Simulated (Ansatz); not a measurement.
CH8AlGaSi at its PBE0-D4/def2-TZVP geometry, where that method's forces vanish. Charge 0, multiplicity 1. The bonds changed during the relaxation, so this is another structure than the one it started from.

```json
{"atom": "Al1", "x (Å)": "1.4566", "y (Å)": "0.9124", "z (Å)": "-0.1214"}
{"atom": "C2", "x (Å)": "-0.2219", "y (Å)": "0.0476", "z (Å)": "-0.7596"}
{"atom": "Si3", "x (Å)": "-1.6647", "y (Å)": "0.4108", "z (Å)": "0.3473"}
{"atom": "Ga4", "x (Å)": "0.6239", "y (Å)": "-1.6025", "z (Å)": "-0.2074"}
{"atom": "H5", "x (Å)": "1.4023", "y (Å)": "1.6976", "z (Å)": "1.2563"}
{"atom": "H6", "x (Å)": "2.6753", "y (Å)": "1.0211", "z (Å)": "-1.1365"}
{"atom": "H7", "x (Å)": "-0.5097", "y (Å)": "0.0938", "z (Å)": "-1.8110"}
{"atom": "H8", "x (Å)": "-1.3450", "y (Å)": "-0.0532", "z (Å)": "1.7331"}
{"atom": "H9", "x (Å)": "-1.9778", "y (Å)": "1.8645", "z (Å)": "0.4289"}
{"atom": "H10", "x (Å)": "-2.9067", "y (Å)": "-0.3006", "z (Å)": "-0.0698"}
{"atom": "H11", "x (Å)": "0.5735", "y (Å)": "-3.1471", "z (Å)": "-0.3061"}
{"atom": "H12", "x (Å)": "1.8942", "y (Å)": "-0.9443", "z (Å)": "0.6460"}
```

(1) For each bond, give half the difference of the two atoms' forces along it (eV/Å; positive pushes the atoms apart) under PBE-D4, r2SCAN-D4, B3LYP-D4, ωB97M-V in def2-TZVPP. (Best estimate.)

Results:

(1) Computed: 
| bond | length (Å) | PBE-D4 | r2SCAN-D4 | B3LYP-D4 | ωB97M-V |
| --- | --- | --- | --- | --- | --- |
| Al1–C2 | 1.993 | 0.03 | 0.00 | 0.11 | 0.08 |
| Al1–Ga4 | 2.651 | 0.07 | 0.00 | 0.23 | 0.17 |
| Al1–H5 | 1.587 | 0.04 | -0.01 | -0.10 | -0.12 |
| Al1–H6 | 1.590 | 0.03 | -0.02 | -0.12 | -0.12 |
| C2–Si3 | 1.854 | 0.04 | 0.04 | 0.10 | 0.08 |
| C2–Ga4 | 1.935 | 0.07 | 0.01 | 0.20 | 0.07 |
| C2–H7 | 1.091 | 0.08 | 0.00 | -0.08 | -0.04 |
| Si3–H8 | 1.496 | 0.05 | -0.02 | -0.07 | -0.08 |
| Si3–H9 | 1.489 | 0.08 | 0.00 | -0.09 | -0.13 |
| Si3–H10 | 1.491 | 0.06 | -0.03 | -0.11 | -0.12 |
| Ga4–H11 | 1.549 | -0.01 | -0.08 | -0.14 | -0.16 |
| Ga4–H12 | 1.666 | 0.08 | -0.04 | 0.01 | -0.05 |

B3LYP here is the variant with VWN-RPA as its local correlation; programs differ in this.
